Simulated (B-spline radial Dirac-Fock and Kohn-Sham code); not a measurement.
**Yb: eigenvalues, ΔSCF and the reference**

System: the free ytterbium atom, configuration 1s2 2s2 2p6 3s2 3p6 3d10 4s2 4p6 4d10 4f13 5s2 5p6 6s2 6p1 (not the ground configuration).

The density-functional columns are spherical, spin-unpolarised Dirac-Kohn-Sham results without Breit or QED terms: −ε is minus the orbital energy of the initial state and ΔSCF the difference of two total energies. The reference in the last column comes from Dirac-Fock ΔSCF + Breit + QED. All numbers are from a radial finite-basis atomic code, in eV; a selection of levels is shown. The Kohn-Sham columns are given as differences from the reference. For the 1s level of heavy atoms much of the gap between ΔSCF and the reference is the Breit and QED part, -290.1 eV here; for other levels the error of the functional can be larger.

```
level  LDA −ε − DF  LDA ΔSCF − DF  Dirac-Fock
   1s       -233.7         +278.1     61340.0
   2s       -149.8          -58.8     10507.1
2p1/2       -106.4          +10.9      9990.9
2p3/2       -117.1          -14.7      8955.7
   3s        -74.0          -49.6      2416.7
3p1/2        -57.6          -31.2      2190.8
3p3/2        -56.7          -32.7      1968.0
3d3/2        -35.8           -6.5      1588.6
3d5/2        -36.7           -8.3      1541.0
   4s        -36.9          -26.5       505.8
4p1/2        -29.6          -19.3       413.7
4p3/2        -29.9          -19.9       363.4
4d3/2        -18.2           -8.5       211.7
4d5/2        -18.3           -8.6       202.6
   4f         -4.1           +4.3       17.06
   5s         -9.4           -2.9       71.94
5p1/2         -4.5           +1.5       43.51
5p3/2         -4.6           +1.1       36.95
   6s         -1.3           +1.6        7.35
   6p         -1.8           +0.4        4.04
```

Values without a named source are computed, but for edge energies of neutral atoms, which are taken from tables.
